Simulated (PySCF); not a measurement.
Computed structure and properties of Pb2F4

System: Pb2F4 (singlet; a saddle point, relaxed within its symmetry); start: displaced along the imaginary mode (C2h). Method: PySCF 2.14.0, RKS B3LYP, Pb def2-SVP with ECP60, F def2-SVP; non-relativistic Hamiltonian with scalar-relativistic core potentials where named; density fitting; no spin-orbit coupling.

Input of the relaxation:

```python
mol = gto.M(atom='''
Pb    -0.03362    -0.00000     1.83653
Pb     0.03362     0.00000    -1.83653
F      1.49544    -0.00000     0.21111
F     -1.49544     0.00000    -0.21111
F      0.25000    -0.00000     3.96685
F     -0.25000     0.00000    -3.96685''',
    basis={'Pb': 'def2-SVP', 'F': 'def2-SVP'},
    ecp={'Pb': 'def2-SVP'},
    charge=0, spin=0)
mf = dft.RKS(mol, xc='B3LYP')
mf.grids.atom_grid = (50, 194)
mf = mf.density_fit()  # fitting sets: Pb def2-universal-JKFIT, F def2-universal-JKFIT
mf.conv_tol = 1e-08; mf.max_cycle = 55
mf.kernel(dm0)  # dm0: converged density of the start geometry
# quasi-Newton relaxation in Cartesian coordinates to a largest gradient under 0.00045 Eh/bohr, steps kept in the point group
```

Run from Python with OMP_NUM_THREADS=2; the lines above give its settings. Where DIIS fails, smearing, a level shift and second-order steps follow.
It took 47 s on 2 threads of Arm Neoverse V1 (shared host), from the converged density of the start.

Course of the relaxation:

```
step  energy above end (eV)  largest force component within the symmetry (eV/Å)
   0                 0.8504                                               0.656
   1                 0.7097                                               0.354
   2                 0.3404                                               0.693
   3                 0.1746                                               0.826
   4                 0.0589                                               0.323
   5                 0.0463                                               0.219
   6                 0.0361                                               0.195
   7                 0.0057                                               0.178
   8                 0.0017                                               0.088
   9                 0.0000                                               0.014
  10                 0.0000                                               0.007
```

Relaxed geometry (C2h):

```xyz
6

Pb   -0.5862    0.0000    1.8774
Pb    0.5862    0.0000   -1.8774
F     1.1615    0.0000    0.6092
F    -1.1615    0.0000   -0.6092
F     0.6616    0.0000    3.5493
F    -0.6616    0.0000   -3.5493
```

```tsv
contact	Å
Pb1–F3 (F)	2.159
Pb2–F4 (F)	2.159
Pb1–F5 (F)	2.086
Pb2–F6 (F)	2.086
```

On the finer grid (75, 302):

* HOMO: -7.97 eV
* LUMO: -2.89 eV
* Dipole about the centre of mass: 0.00 D
* Set of Mulliken populations of Pb1 outside the core potential: s 3.94, p 6.91, d 10.19
* D3(BJ) dispersion energy (not in the energies): -0.266 eV

```tsv
atom	Mulliken (e)	Löwdin (e)	spin (e)
Pb1	0.96	0.74	0.00
Pb2	0.96	0.74	0.00
F3	-0.48	-0.36	0.00
F4	-0.48	-0.36	0.00
F5	-0.47	-0.38	0.00
F6	-0.47	-0.38	0.00
```

On the grid (50, 194), as all that follows. Harmonic modes: 2 unstable, so a saddle point once the symmetry is let go (counted below −25 cm⁻¹); lowest -112 cm⁻¹ (negative: unstable), highest 535 cm⁻¹, zero-point energy 0.166 eV.

Taking off one F (charge -1, singlet; the rest: singlet) in vacuum, both parts rigid, costs 10.47 eV; the small basis without counterpoise inflates it. Most of it is the attraction of opposite charges; other ways to part are cheaper, and one spin state was tried for the rest.

Rigid scan of F along the line from its metal, all other atoms held (where the atom bridges, its other bond changes as well):

distance to F3 (Å), energy (eV) and a bar:
```
     1.86      0.912 ###########
     1.96      0.338 ####
     2.06      0.072 #
     2.16      0.000 
     2.26      0.048 #
     2.36      0.167 ##
     2.56      0.511 ######
     2.86      1.106 #############
     3.26      1.815 ######################
     3.76      2.499 ##############################
```

One start shape was tried, so this needn't be the lowest isomer.
